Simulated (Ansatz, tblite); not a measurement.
Isomers of Al₃P₄⁻ (singlet), found by a short tight-binding search and relaxed with r2SCAN-D4/def2-SVPD in Ansatz.

The xTB rows come from tblite. Correlated methods freeze 35 core orbitals.

Run but left out: HF/def2-SVPD (A: restricted singlet, unstable towards broken spin symmetry); HF/def2-TZVPD, BHLYP-D4/def2-TZVPD (A: restricted singlet, unstable in another Hartree–Fock run and untested here).

A: The restricted singlet is unstable towards broken spin symmetry in Hartree–Fock (as tested in another run); at PBE-D4/def2-TZVPD, r2SCAN-D4/def2-TZVPD, PBE0-D4/def2-TZVPD this wasn't settled. At CCSD(T)/def2-SVPD T1 of the charge -1 singlet is large (up to 0.035), so the single-reference result is doubtful. At CCSD(T)/def2-SVPD the restricted singlet (for correlated methods, its reference) is unstable: a solution with broken spin symmetry lies lower. B: At CCSD(T)/def2-SVPD T1 of the charge -1 singlet is large (up to 0.031), so the single-reference result is doubtful. C: The restricted singlet is unstable towards broken spin symmetry in Hartree–Fock (as tested in another run); at PBE-D4/def2-TZVPD, r2SCAN-D4/def2-TZVPD, PBE0-D4/def2-TZVPD this wasn't settled. At CCSD(T)/def2-SVPD T1 of the charge -1 singlet is large (up to 0.032), so the single-reference result is doubtful. At CCSD(T)/def2-SVPD the restricted singlet (for correlated methods, its reference) is unstable: a solution with broken spin symmetry lies lower.

Other spin states were run for one of them alone.

A:

```csv
atom,x (Å),y (Å),z (Å)
Al1,-0.205,1.861,-0.229
Al2,0.530,-0.597,1.298
Al3,-1.347,-2.167,0.333
P4,-0.705,-0.254,-1.408
P5,1.987,1.255,0.462
P6,1.593,-0.332,-0.952
P7,-1.853,0.234,0.497
```

B:

```xyz
7

Al   -1.578   -0.353    0.258
Al    0.957    1.270    0.389
Al    0.659   -0.951   -0.980
P     2.251    0.656   -1.358
P    -1.431   -1.699   -1.552
P     0.228   -0.496    1.743
P    -1.085    1.574    1.500
```

C:

```xyz
7

Al   -0.7273    0.9400    1.5160
Al    1.6608    0.6779    0.1468
Al   -0.2087   -0.8011   -1.2729
P    -1.5315   -1.1001    0.7602
P    -2.3755   -1.3292   -1.2829
P     1.2569    1.9298    1.9455
P     1.9252   -0.3174   -1.8126
```

**Question.** Estimate which lies lowest at each level, and how far above it the others are (kcal/mol).

**Answer.** 
```json
{"level": "GFN1-xTB", "A": "0.0", "B": "23.9", "C": "9.3"}
{"level": "GFN2-xTB", "A": "31.3", "B": "0.0", "C": "9.3"}
{"level": "PBE-D4/def2-TZVPD", "A": "11.7", "B": "0.0", "C": "2.5"}
{"level": "r2SCAN-D4/def2-TZVPD", "A": "21.2", "B": "0.0", "C": "1.9"}
{"level": "PBE0-D4/def2-TZVPD", "A": "17.8", "B": "0.0", "C": "4.6"}
{"level": "MP2/def2-SVPD", "A": "15.8", "B": "0.0", "C": "2.5"}
{"level": "CCSD/def2-SVPD", "A": "29.4", "B": "0.0", "C": "2.2"}
{"level": "CCSD(T)/def2-SVPD", "A": "22.6", "B": "0.0", "C": "0.9"}
```
Point groups (tolerance 0.1 Å): A not assigned, B Cs, C not assigned. Lower isomers may exist.
